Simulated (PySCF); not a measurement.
C2H7S, SMILES [SH+](C)C, charge +1.

Coordinates come from a B3LYP-D3(BJ)/def2-SVP optimisation. The isomer is the one that the SMILES or the coordinates give; other isomers of the formula were not compared.

The numbers are results of PySCF with r2SCAN/def2-TZVPD, not measurements.

The molecule is in vacuum.

Problem. Estimate the frontier levels, gap, dipole moment and polarisability. (The exact figures need the calculation; the answer reports its results.)

Solution. 
The highest occupied level comes out as -14.03 eV. The lowest empty level comes out as -6.37 eV and the orbital gap comes out as 7.67 eV. The dipole moment about the centre of nuclear charge is 1.04 D, the mean static polarisability comes out as 42.5 bohr³ (6.30 Å³) and the polarisability, principal values is 35.7, 40.8, 51.0 bohr³.
